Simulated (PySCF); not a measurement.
Cd(Me) (CH3Cd), SMILES [Cd+][CH3], charge +1. Atoms are numbered in the order given.

```xyz
5

Cd     0.0000     0.0000    -0.3602
C      0.0000     0.0000     1.8410
H      0.9161     0.5289     2.0806
H      0.0000    -1.0578     2.0806
H     -0.9161     0.5289     2.0806
```
Charge +1, spin multiplicity 1.

Coordinates come from a B3LYP-D3(BJ)/def2-TZVP optimisation. The spin state was assumed, not searched. The isomer is the one that the SMILES or the coordinates give; other isomers of the formula were not compared. The def2 effective core potentials stand for the cores of Cd; spin–orbit coupling is left out.

Method: PBE0/def2-TZVPD (PySCF).

Symmetry labels are those of the subgroup Cs that the program uses (full group C3v).

List the valence orbital energies around the gap with their symmetry. (Estimate from the structure and the level; the computed values follow.)


```
orbital  symmetry  energy (eV)
-------  --------  -----------
HOMO−7         A"       -21.47
HOMO−6         A'       -21.47
HOMO−5         A'       -21.38
HOMO−4         A'       -21.35
HOMO−3         A"       -21.35
HOMO−2         A"       -17.25
HOMO−1         A'       -17.25
HOMO           A'       -14.01
LUMO           A'        -9.03
LUMO+1         A"        -5.71
LUMO+2         A'        -5.71
LUMO+3         A'        -3.74
```
